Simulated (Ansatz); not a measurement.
`C[O][Mg][Cl]` + NH₃ → `[NH2][Mg][Cl]` + CH₃OH at 600 K and 1 bar (ligand exchange at a Mg–O bond).

Computed with Ansatz on PBE0-D4/def2-TZVP structures; ΔE is electronic, products minus reactants. CBS: MP2 limit from def2 TZ/QZ plus the TZ coupled-cluster correction, frozen cores. This one scheme is used for every species. For Mg outer-core shells are correlated without core-valence functions, which leaves a few kJ/mol of doubt a bond. One conformer a species, not always the lowest.

```json
{"species": "`C[O][Mg][Cl]`", "CCSD(T)/CBS energy (Eh)": "-774.81100", "H − E (kJ/mol)": "158.3", "S (J/(mol·K))": "386.0"}
{"species": "NH₃", "CCSD(T)/CBS energy (Eh)": "-56.50880", "H − E (kJ/mol)": "112.4", "S (J/(mol·K))": "219.5"}
{"species": "`[NH2][Mg][Cl]`", "CCSD(T)/CBS energy (Eh)": "-715.67895", "H − E (kJ/mol)": "105.7", "S (J/(mol·K))": "343.6"}
{"species": "CH₃OH", "CCSD(T)/CBS energy (Eh)": "-115.61712", "H − E (kJ/mol)": "163.6", "S (J/(mol·K))": "277.3"}
```

H − E and S are ideal-gas, rigid-rotor, harmonic terms from PBE0-D4/def2-TZVP, for one conformer and one mirror image of each species. 1 Eh = 2625.50 kJ/mol, R = 8.31446 J/(mol·K).

Problem. By hand: ΔE, ΔH, ΔS and ΔG.

Solution. ΔE = (-715.67895) + (-115.61712) − (-774.81100) − (-56.50880) = 0.02373 Eh = 62.3 kJ/mol. Δ(H − E) = 105.7 + 163.6 − 158.3 − 112.4 = -1.4, so ΔH = 60.9 kJ/mol. ΔS = 343.6 + 277.3 − 386.0 − 219.5 = 15.4 J/(mol·K). ΔG = 60.9 − 600 × (15.4)/1000 = 51.7 kJ/mol.

Problem. By hand: the equilibrium constant, and the temperature at which ΔG would vanish if ΔH and ΔS stayed fixed.

Solution. log₁₀ K = −ΔG/(RT ln 10) = -4.5. ΔG = 0 at ΔH/ΔS = 3955 K, far beyond where these terms or the molecules hold.

ΔH outweighs TΔS. A doubt of 5 kJ/mol in ΔE shifts log₁₀ K by 0.4 here. Other conformers and mirror images would add mixing entropy, several J/(mol·K) or more a flexible species. These are equilibria of isolated gas molecules and say nothing of rates. Largest T1 diagnostic: 0.010 (customary marks: 0.02 for closed shells, 0.045 for open ones).
